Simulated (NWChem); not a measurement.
C2H6FMgN; SMILES C[N](C)[Mg][F]

```xyz
11

Mg     0.0045     1.2286    -0.3143
F      0.0118     2.9242    -0.7966
N     -0.0034    -0.5950     0.2042
C     -1.1962    -1.3706     0.4144
C      1.1824    -1.3749     0.4368
H     -1.2564    -2.2539    -0.2586
H     -1.2722    -1.7665     1.4509
H     -2.1101    -0.7763     0.2364
H      1.2371    -1.7716     1.4744
H      1.2524    -2.2582    -0.2354
H      2.1016    -0.7837     0.2767
```
Atoms are numbered in this order, from 1.

Structure relaxed at the PBE0/def2-SVP level.

Question: Give the principal values of the shielding tensors (ppm) of Mg1, F2, N3, C4 from KT2/pcSseg-1, GIAO (NWChem), with their diamagnetic and paramagnetic parts as GIAO splits them.

Answer: 
```tsv
atom	σ11	σ22	σ33	isotropic	diamagnetic	paramagnetic
Mg1	411.2	457.6	669.7	512.9	711.7	-198.8
F2	374.1	379.1	474.0	409.1	473.7	-64.6
N3	216.3	256.5	278.6	250.5	326.0	-75.5
C4	107.1	114.9	181.8	134.6	246.7	-112.1
```
